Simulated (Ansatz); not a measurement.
Gas-phase electronic energies from Ansatz, PBE0-D4/def2-TZVP geometries. CBS: MP2 limit from def2 TZ/QZ plus the TZ coupled-cluster correction, frozen cores. This one scheme is used for every species. Functionals use def2-TZVPP. For Zn outer-core shells are correlated without core-valence functions, which leaves a few kJ/mol of doubt a bond. Scalar relativity is left out up to krypton. One conformer a species, not always the lowest.

`O[CH2][ZnH]` + `C#CB(C)C` → `C[B](C)[ZnH]` + `C#CCO`  (formal exchange of groups at a Zn–C bond)

```
       species  PBE-QIDH energy (Eh)
 `O[CH2][ZnH]`           -1894.49112
    `C#CB(C)C`            -181.24328
`C[B](C)[ZnH]`           -1884.02434
       `C#CCO`            -191.68506
```

Task: Work out ΔE.

Result: ΔE = (-1884.02434) + (-191.68506) − (-1894.49112) − (-181.24328) = 0.02500 Eh = +15.7 kcal/mol. CCSD(T)/CBS gives +16.5 kcal/mol.

Largest T1 diagnostic among the species: 0.014.

At CCSD(T), def2-SVP lies −3.4 kcal/mol from the extrapolated value and def2-TZVPP −0.3 kcal/mol. Leaving LDA and LC-ωPBE aside and taking each functional with its dispersion term where it has one, the values, not all of them listed here, spread over 2.2 kcal/mol, from PBE0-D4 to BLYP-D4. LDA lies −0.9 kcal/mol from PBE without D4. From r2SCAN to r2SCAN0 (25 % exact exchange), in def2-TZVPP and without D4, ΔE moves by −0.9 kcal/mol.
